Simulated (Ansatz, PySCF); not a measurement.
Species: Si₂H₄, charge 0, triplet. Si2H4 (SMILES [SiH][SiH3], triplet).
B3LYP-D3(BJ)/def2-TZVP minimum from Ansatz (a quantum-chemistry and plane-wave program):
```xyz
6

Si     0.0275     1.0386     0.7131
H     -0.3603     2.3524     0.1251
Si    -0.0015    -0.9169    -0.5492
H      0.9247    -0.8278    -1.7057
H     -1.3648    -1.2131    -1.0562
H      0.4361    -2.0152     0.3419
```
Charge 0, spin multiplicity 3.

Quantity: enthalpy of formation at 298 K (by atomisation, with ideal-gas terms from PySCF's Hessian at B3LYP-D3(BJ)/def2-TZVP and the atoms' measured values of the G2/97 table; no spin-orbit terms), in kcal/mol. Radicals and triplets start from unrestricted determinants; spin-orbit coupling is neglected. Correlated methods leave the cores frozen. Rows without X2C or -DK are non-relativistic. CBS(X,Y): correlation extrapolated as X^-3, Hartree-Fock from the larger set. A bracket is a step between two methods taken in the basis named. The functionals are non-relativistic, so their misses hold any scalar relativity. 'core' is core correlation in cc-pwCVTZ (1s frozen past Ne), 'X2C' scalar relativity in cc-pVTZ-DK, both at CCSD(T). For partners of very few electrons the exact lower level stands in for a higher one. The spin of H4Si2 ([SiH][SiH3], triplet) was assumed, and the state is the lowest solution found for it.

| level | program | enthalpy of formation at 298 K (kcal/mol) | difference against the last row |
|---|---|---|---|
| r2SCAN/def2-TZVPD | Ansatz | 80.4 | -5.0 |
| MP2/cc-pV(T+d)Z | Ansatz | 100.5 | 15.1 |
| CCSD(T)/cc-pV(T+d)Z | Ansatz | 94.2 | 8.8 |
| CCSD(T)/cc-pV(Q+d)Z | Ansatz | 87.7 | 2.3 |
| CCSDT(Q)/cc-pV(T+d)Z | Ansatz | 94.0 | 8.6 |
| CCSD(T)/CBS(cc-pV(T+d)Z,cc-pV(Q+d)Z) + [CCSDT(Q) - CCSD(T)]/cc-pV(T+d)Z + core + X2C | Ansatz | 85.4 | 0.0 |
